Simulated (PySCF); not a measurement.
Hf(Me)3(H) (C3H10Hf), SMILES [CH3][HfH]([CH3])[CH3], multiplicity 1. Geometry optimised at PBE-D3(BJ)/def2-SVP. The spin state was assumed, not searched. The def2 effective core potentials stand for the cores of Hf; spin–orbit coupling is left out.

Problem. Give the equilibrium geometry at PBE-D3(BJ)/def2-SVP (PySCF confirms it by a frequency run) as a Z-matrix, and its point group. (An estimate is asked for; the answer gives what the named calculation found.)

Solution. point group C3v.
```
Hf
H 1 1.8796
C 1 2.2048 2 108.82
H 3 1.1130 1 113.83 2 -117.99
H 3 1.1130 4 107.75 1 127.24
H 3 1.1177 4 107.30 5 115.25
C 1 2.2048 2 108.82 6 -120.00
H 7 1.1130 1 113.83 2 -117.99
H 7 1.1130 8 107.75 1 127.24
H 7 1.1177 8 107.30 9 115.25
C 1 2.2048 2 108.82 10 -120.00
H 11 1.1130 1 113.83 2 -117.99
H 11 1.1130 12 107.75 1 127.24
H 11 1.1177 12 107.30 13 115.25
```
Charge 0, spin multiplicity 1.
